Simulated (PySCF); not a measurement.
## How methods differ on the interval between two levels of Ni²⁺

Ni²⁺ [Ar] 3d8 [3F4, M_J = 4] → Ni²⁺ [Ar] 3d7 4s1 [5F5, M_J = 5], as a difference of total energies. Calculation: PySCF 2.14, in x2c-TZVPall-2c with one added diffuse shell each of s, p, d type (7s8p5d1f, 63 functions); the two-component X2C-1e Hamiltonian. Correlated levels: [Ne] frozen; the 6 highest virtual spinors dropped. "Screened" scales the spin-orbit matrix elements by Boettger's factors to mimic the two-electron term; Breit and QED terms are absent.

```csv
method,interval between two levels (cm⁻¹)
GHF (spin-free),41720
GMP2 (spin-free),55269
GHF (screened spin-orbit),41579
GMP2 (screened spin-orbit),55128
```

The labels give the starting determinants; with spin-orbit coupling the two ends relaxed to ⟨J²⟩ = 20.01, ⟨L²⟩ = 12.01, ⟨S²⟩ = 2.00 and ⟨J²⟩ = 30.00, ⟨L²⟩ = 12.02, ⟨S²⟩ = 5.99.
